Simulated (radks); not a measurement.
Results of a calculation; reference values are marked as such.
Problem. Ir69+, configuration [He] 2s2 2p4. Level of theory: scalar-relativistic Kohn-Sham, LB94 model potential, spin-polarised, spherical densities, finite nucleus; open shells are filled with parallel spins first (spin-orbit coupling, left out, can overturn this in heavy ions); Fermi nuclear charge, rms radius 5.4032 fm (a radial shooting solver on a logarithmic mesh with Libxc functionals). Some entries of the table are withheld. Estimate them.

orbital  occ.  eigenvalue (eV)  <r^2> (bohr^2)
1s down     1              (1)       0.0004166
1s up       1              (2)       0.0004169
2s up       1        -19895.15        0.006096
2s down     1        -19840.99        0.006106
2p up       3        -18240.95        0.005008
2p down     1        -18187.30        0.005015

Solution. 
(1) 1s down eigenvalue (eV): -83520.55
(2) 1s up eigenvalue (eV): -83513.03
